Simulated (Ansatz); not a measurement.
Geometry optimisation, Ansatz 0.2.0, RKS PBE-D4/def2-SVP.

Input:

```yaml
crystal:
  periodic: [false, false, false]
  atoms:
    - { symbol: Ge, position_ang: [0.0, 0.0, 0.0] }
    - { symbol: H, position_ang: [0.7476, 0.0, 1.5822] }
    - { symbol: Cl, position_ang: [2.3434, 0.0, 0.6042] }
    - { symbol: O, position_ang: [-0.8337, 1.4443, -0.5894] }
    - { symbol: H, position_ang: [-1.7915, 1.2136, -0.8118] }
    - { symbol: H, position_ang: [-0.73, -1.2648, -0.5162] }
basis:
  gaussian: { orbitals: def2-SVP }
hamiltonian:
  xc: pbe
  dispersion: d4
relax:
  f_tol: 0.15
  max_steps: 25
  restrain:
    - { distance: [1, 2], at: 2.57, k: 30.0 }
    - { distance: [0, 1], at: 1.55, k: 30.0 }
    - { distance: [0, 2], at: 2.22, k: 30.0 }
output:
  orbitals: {}
```

Run as:

```bash
$ ansatz run input.yaml --threads 1 --pin off --max-ram 2048MiB --backend cpu --events-out ev --progress --plain --runs-dir out
```

Question: Where does it end, and by what steps?

Answer: The run converged. The restraints hold the end off the free minimum. After 10 steps the energy has fallen by 2.470 eV (the restraints' own energy left out); Cl3 moved furthest, 0.71 Å.

```json
{"step": "0", "energy less start (eV)": "0.0000", "largest force component (eV/Å)": "4.256", "accepted": "yes"}
{"step": "1", "energy less start (eV)": "-1.0431", "largest force component (eV/Å)": "2.116", "accepted": "yes"}
{"step": "2", "energy less start (eV)": "-1.7356", "largest force component (eV/Å)": "1.263", "accepted": "yes"}
{"step": "3", "energy less start (eV)": "-2.2571", "largest force component (eV/Å)": "0.928", "accepted": "yes"}
{"step": "4", "energy less start (eV)": "-2.3961", "largest force component (eV/Å)": "0.886", "accepted": "yes"}
{"step": "5", "energy less start (eV)": "-2.4416", "largest force component (eV/Å)": "0.912", "accepted": "yes"}
{"step": "6", "energy less start (eV)": "-2.4543", "largest force component (eV/Å)": "0.922", "accepted": "yes"}
{"step": "7", "energy less start (eV)": "-2.0889", "largest force component (eV/Å)": "4.301", "accepted": "no"}
{"step": "8", "energy less start (eV)": "-2.4667", "largest force component (eV/Å)": "0.931", "accepted": "yes"}
{"step": "9", "energy less start (eV)": "-2.4592", "largest force component (eV/Å)": "0.977", "accepted": "no"}
{"step": "10", "energy less start (eV)": "-2.4695", "largest force component (eV/Å)": "0.937", "accepted": "yes"}
```

```xyz
6
Properties=species:S:1:pos:R:3
Ge -0.008 -0.066 0.287
H 0.314 -0.005 1.785
Cl 2.152 0.135 -0.062
O -0.933 1.377 -0.212
H -1.235 1.297 -1.135
H -0.554 -1.345 -0.393
```

Time of the run: 23 s on 1 thread of Arm Neoverse V1, with other jobs on the host, peak memory 0.14 GiB.
